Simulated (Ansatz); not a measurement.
Consider the substitution at a C–C bond: `BC(C)O[SiH3]` + `[NH]=[Mo](=[NH])([NH2])[OH]` → `C[O][Mo](=[NH])(=[NH])[NH2]` + `BCO[SiH3]`.

Calculated with Ansatz (gas phase, PBE0-D4/def2-TZVP geometries, no zero-point term in ΔE). CCSD(T)/CBS is the MP2 limit (def2-TZVPP, def2-QZVPP) plus CCSD(T) − MP2 in def2-TZVPP, frozen cores. Functionals use def2-TZVPP. B3LYP here is the variant with VWN-RPA as its local correlation; programs differ in this. def2 core potentials past Kr. For Mo outer-core shells are correlated without core-valence functions, which leaves a few kJ/mol of doubt a bond. One conformer a species, not always the lowest.

`BC(C)O[SiH3]`:

Cartesian coordinates in Å:
```
B 0.437 -1.839 -0.938
C 0.197 -0.388 -0.431
C 1.468 0.296 0.071
O -0.846 -0.310 0.534
Si -1.691 1.054 0.879
H -0.239 -2.753 -0.575
H 1.308 -2.015 -1.742
H -0.119 0.151 -1.350
H 1.836 -0.193 0.976
H 1.279 1.345 0.312
H 2.252 0.257 -0.687
H -2.895 0.629 1.629
H -2.076 1.746 -0.385
H -0.912 2.018 1.707
```

`[NH]=[Mo](=[NH])([NH2])[OH]`:

```xyz
10

N    -1.113   -1.230    0.386
Mo   -0.043   -0.032   -0.255
N     1.388   -0.694   -0.963
N     0.516    1.074    1.236
O    -0.945    0.972   -1.595
H    -1.392   -2.179    0.595
H     2.025   -1.422   -1.252
H     1.451    1.438    1.329
H     0.019    1.108    2.112
H    -1.905    0.965   -1.594
```

`C[O][Mo](=[NH])(=[NH])[NH2]`:

```xyz
13

C     1.197   -0.592    1.837
O     0.385   -1.057    0.793
Mo   -0.548   -0.038   -0.489
N    -1.103    1.424    0.255
N    -1.820   -1.027   -1.123
N     0.597    0.486   -1.966
H     1.335   -1.399    2.563
H     0.744    0.267    2.345
H     2.183   -0.293    1.463
H    -1.804    2.085    0.560
H    -2.779   -1.256   -1.340
H     0.630   -0.014   -2.841
H     0.983    1.413   -2.058
```

`BCO[SiH3]`:

Cartesian coordinates in Å:
```
B -1.038 -1.886 0.041
C -0.030 -0.728 0.237
O -0.376 0.491 -0.390
Si 0.585 1.821 -0.288
H -0.779 -2.935 0.557
H -2.039 -1.756 -0.595
H 0.108 -0.591 1.326
H 0.958 -1.087 -0.108
H -0.088 2.891 -1.059
H 1.935 1.542 -0.854
H 0.762 2.237 1.132
```

(1) Is it downhill or uphill in electronic energy at CCSD(T)/CBS, and by how much? (An estimate is asked.)

(2) What do these levels give: r2SCAN-D4, B3LYP-D4, MP2/def2-TZVPP, CCSD(T)/def2-TZVPP, HF/def2-QZVPP, MP2/def2-QZVPP? (Best estimate.)

Largest T1 diagnostic among the species: 0.022, so the coupled-cluster value is less sure than usual.

Results:

(1) Computed: Uphill: ΔE = +53.4 kJ/mol.

(2) The calculation gave: r2SCAN-D4 47.6, B3LYP-D4 43.2, MP2/def2-TZVPP 52.3, CCSD(T)/def2-TZVPP 49.8, HF/def2-QZVPP 41.4, MP2/def2-QZVPP 54.3 kJ/mol.

In def2-TZVPP, CCSD(T) changes the Hartree–Fock value by +8.0 kJ/mol (the triples alone add −0.7 kJ/mol) and MP2 by +10.6 kJ/mol. From PBE to PBE0 (25 % exact exchange), in def2-TZVPP and without D4, ΔE moves by +3.9 kJ/mol.
